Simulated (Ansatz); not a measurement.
A geometry optimisation of CBrSi2− with PBE0-D3(BJ)/def2-SVPD

The starting geometry of this gas-phase triplet was optimised with GFN2-xTB.

```json
{"atom": "C", "x (Å)": "1.4201", "y (Å)": "-1.5053", "z (Å)": "-1.3465"}
{"atom": "Br", "x (Å)": "0.9876", "y (Å)": "-1.9397", "z (Å)": "-3.4561"}
{"atom": "Si", "x (Å)": "-1.9844", "y (Å)": "-1.7046", "z (Å)": "0.6187"}
{"atom": "Si", "x (Å)": "-0.1167", "y (Å)": "-1.5975", "z (Å)": "-0.4712"}
```

Question: Where would you expect an optimisation with PBE0-D3(BJ)/def2-SVPD to take it?

Answer: It keeps its bonds. Distances that change by over a tenth: C1–Br2 (2.20 → 1.83 Å).

The energy falls by 0.83 eV over 10 steps:

| step | E − E(last) (eV) |
| --- | --- |
| 1 | 0.832 |
| 2 | 0.553 |
| 3 | 0.313 |
| 4 | 0.164 |
| 5 | 0.079 |
| 6 | 0.040 |
| 7 | 0.003 |
| 8 | 0.000 |
| 9 | 0.000 |
| 10 | 0.000 |

Final geometry (Å):

```
atom    x (Å)    y (Å)    z (Å)
   C   0.7650  -1.6854  -1.7867
  Br   1.7922  -1.7848  -3.2982
  Si  -1.7544  -1.5782   1.1378
  Si  -0.4962  -1.6986  -0.7080
```

Frequencies at the end are all real (lowest 69 cm⁻¹). Open shells are spin-unrestricted. The triplet needn't be the ground state. Run with Ansatz 0.2.0, 2.3 min on 1 thread of Arm Neoverse V2, on a shared host.
